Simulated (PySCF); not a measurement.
**Dipole response of F- (fluorine, charge -1)**

[Ne], closed-shell 1S. Computed with PySCF 2.14 in aug-cc-pwCVDZ (5s4p2d, 27 functions), with the non-relativistic Hamiltonian (point nucleus). Coupled (time-dependent) response in atomic units; α is the mean over directions. A double-zeta set is small for polarisabilities.

```
method  mean α (bohr³)  C₆ (like pair)  S(−4)
   UHF           5.618           18.17  20.76
  PBE0           6.708           21.89  34.47
```

S(−4) is the Cauchy moment in α(ω) = α(0) + S(−4) ω² + …

α(iu) at UHF:

| u (hartree) | α(iu) (bohr³) |
| --- | --- |
| 0 | 5.618 |
| 0.0500 | 5.567 |
| 0.100 | 5.423 |
| 0.200 | 4.951 |
| 0.300 | 4.406 |
| 0.500 | 3.500 |
| 0.750 | 2.759 |
| 1.00 | 2.255 |
| 1.50 | 1.572 |
| 2.00 | 1.132 |
| 3.00 | 0.6410 |
| 5.00 | 0.2747 |

A single London oscillator, α(iu) = α/(1 + u²/ω²), gives C₆ = (3/4) ω α². Matching the computed C₆ needs ω = 4 × 18.17 / (3 × 5.618²) = 0.768 hartree.

For an ion, C₆ is the dispersion term alone; charge-induced terms of lower order in 1/R come first.
